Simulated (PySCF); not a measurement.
## Two-component Hartree-Fock for Ru²⁺ (ruthenium, charge +2)

Start: [Kr] 4d6; 4d3/2 filled at m_j = -3/2, -1/2, +1/2, +3/2; 4d5/2 filled at m_j = +3/2, +5/2. Calculated with PySCF 2.14 in x2c-TZVPPall-2c (8s9p7d2f1g, 93 functions): generalised Hartree-Fock with the X2C-1e Hamiltonian and a Gaussian nucleus; one run each with spin-orbit coupling (SO) switched off, then screened by Boettger's factors.

```tsv
spinor shell	electrons	ε, spin-free (eV)	ε, screened SO (eV)	weight of nominal j (screened SO)	rms radius, screened SO (bohr)
1s1/2	2	-22255.3	-22253.9	1.000	0.0384
2s1/2	2	-3297.0	-3296.6	1.000	0.158
2p1/2	2	-2948.3	-3038.8	1.000	0.137
2p3/2	4	-2948.3	-2906.0	1.000	0.142
3s1/2	2	-631.65	-631.51	1.000	0.428
3p1/2	2	-514.02	-529.96	1.000	0.425
3p3/2	4	-514.02	-506.49	1.000	0.436
3d3/2	4	-324.92	-327.79	0.978	0.416
4s1/2	2	-113.85	-113.81	1.000	1.09
4p1/2	2	-78.355	-83.890	0.716	1.20
4p3/2	4	-78.355	-75.621	0.858	1.21
4d3/2	4	-31.192	-31.005	0.679	1.64
4d5/2	2	-31.192	-31.564	0.883	1.63
```

(1) Where does 3d5/2 lie, and what is the 3d spin-orbit splitting (screened SO)?

```csv
quantity,spin-free,screened SO
E (hartree),-4526.88896,-4527.53672
M_J,4,4
⟨J²⟩,20.013,20.016
⟨L²⟩,6.010,6.079
⟨S²⟩,6.003,5.975
```

Each row is a mean over spinors that exchange with the open shell spreads, by up to 9.172 eV (4p3/2).

Rows whose weight is well below 1 are mixtures of j = l ± 1/2: exchange outweighs spin-orbit coupling there, and the label is only the starting occupation.

Breit and QED terms are absent; they matter most for the inner s and p1/2 levels.

Densities and radii are taken from the X2C orbitals without a picture-change correction, which distorts them close to the nucleus.

Without spin-orbit coupling the j labels of p, d and f shells carry no meaning; the spin-free column gives the mean over the occupied spinors of each nl shell.

Answers

(1) At -322.85 eV, 4.931 eV above 3d3/2.
